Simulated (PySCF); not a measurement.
H2MgSSe, SMILES [SH][Mg][SeH].

The structure is a stationary point at PBE0-D3(BJ)/def2-TZVP. The values are those of a single conformer.

All values below come from HF/def2-TZVPD run with PySCF.

Isolated molecule, no solvent.

Estimate the frontier levels, gap, dipole moment and polarisability. (An estimate is asked for; the answer gives what the named calculation found.)


highest occupied level: -9.46 eV
lowest empty level: 0.53 eV
orbital gap: 10.00 eV
dipole moment: 0.77 D
quadrupole, principal values (traceless, Buckingham form, about the centre of nuclear charge): -19.80, 9.69, 10.11 D·Å
mean static polarisability: 74.7 bohr³ (11.07 Å³)
polarisability, principal values: 65.2, 65.5, 93.3 bohr³
